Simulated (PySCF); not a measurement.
Quadrupolar nuclei of `C[SiH2][C@@H](C)CCl` in NMR

Species: C4H11ClSi.
Numbering: `[CH3:1][SiH2:2][C@@H:3]([CH3:4])[CH2:5][Cl:6]` (hydrogens: H7, H8, H9 on C1; H10, H11 on Si2; H12 on C3; H13, H14, H15 on C4; H16, H17 on C5)

Geometry (PBE0-D3(BJ)/def2-SVP, Å), atoms numbered from 1 in this order:
```xyz
17
C4H11ClSi angstrom
C      2.3593    0.1222   -0.3878
Si     0.9233   -0.8014    0.3961
C     -0.7524   -0.1983   -0.2918
C     -1.9147   -0.7037    0.5588
C     -0.7947    1.3032   -0.5095
Cl    -0.4458    2.2206    0.9989
H      3.3220   -0.2909   -0.0515
H      2.3283    0.0584   -1.4867
H      2.3242    1.1841   -0.0984
H      0.9526   -0.6581    1.8835
H      1.0162   -2.2657    0.0867
H     -0.8270   -0.6451   -1.3022
H     -2.8874   -0.4580    0.1007
H     -1.8757   -1.7963    0.6900
H     -1.8912   -0.2445    1.5591
H     -1.7867    1.6407   -0.8466
H     -0.0478    1.6316   -1.2453
```

Computed at PBE0/pcSseg-1 (PySCF, non-relativistic):

```
atom     environment  nucleus  spin I    Q (b)  CQ = χzz (MHz)      η
 Cl6  alkyl chlorine     35Cl     3/2  -0.0817         -73.139  0.023
```

Question: Work back to Vxx, Vyy and Vzz; CQ/MHz = 234.96 (Q/b)(Vzz/au).

Answer: Vxx = −Vzz(1 − η)/2 and Vyy = −Vzz(1 + η)/2, in au:

```json
{"atom": "Cl6", "Vxx (au)": "-1.861", "Vyy (au)": "-1.949", "Vzz (au)": "3.810", "Vzz (10²¹ V/m²)": "37.02"}
```

Question: At 7.05 T, set νQ = 3|CQ|/[2I(2I − 1)] beside the Larmor frequency (|g| × 7.62259 MHz/T × B; g(35Cl) = 0.54792), and give PQ = |CQ|√(1 + η²/3).

Answer: 
```tsv
atom	PQ (MHz)	νQ (MHz)	ν0 (MHz)	νQ/ν0
Cl6	73.15	36.57	29.44	1.242
```

For Cl6: PQ = 73.14 × 1.0001, νQ = 73.14 × 0.5000, ν0 = 4.1765 MHz/T × 7.05 T.

For Cl6 νQ isn't small against ν0, so the high-field expansions of solid-state NMR fail there at this field.

Solvent, lattice and vibrations would change these gradients. Geometry: PBE0-D3(BJ)/def2-SVP, one conformer, isolated molecule. With so small a basis the couplings can be 20 % off.

These values come from a run that also computed NMR shieldings. Time: 42 s of wall time; peak memory 0.82 GiB. Hardware: one thread, Arm Neoverse N1 (aarch64), shared host.
